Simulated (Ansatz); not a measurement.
Ag2O⁺, relaxed as a doublet with UKS r2SCAN-D4/def2-TZVP in Ansatz, starting from the GFN2-xTB geometry. Force threshold 0.02 eV/Å.

In the def2 sets Ag takes a core potential; there is no spin–orbit coupling. The relaxation made no stability test and no search for a lower SCF solution. No other spin state of charge 1 was run. The structure comes from a short search, and lower isomers may exist.

Start:

```xyz
3

Ag    0.4794   -1.5885    0.4411
Ag    0.0611    1.7037   -0.2035
O    -0.5404   -0.1152   -0.2376
```

Problem. Estimate the energy that the relaxation releases and the steps that it takes.

Solution. 0.26 eV, in 5 steps; 9 s on 4 threads of Arm Neoverse V2 on a shared host. No frequencies were taken in this run, so the end may be a saddle point.

Problem. Does the start keep its bonding and symmetry?

Solution. By distances, no bond broke or formed. The bond that changes most is Ag1–O3, from 1.92 to 2.05 Å (atoms count from 1). The end is the same structure that another start reached, the lowest one found. Point group C2v at the start, C2v at the end, both within 0.05 Å.

Problem. Predict the relaxed structure.

Solution. 
```xyz
3

Ag    0.420   -1.874    0.452
Ag   -0.066    1.949   -0.296
O    -0.354   -0.075   -0.156
```
Bond lengths (bridged metal pairs left out): 2 × Ag–O 2.05 Å.
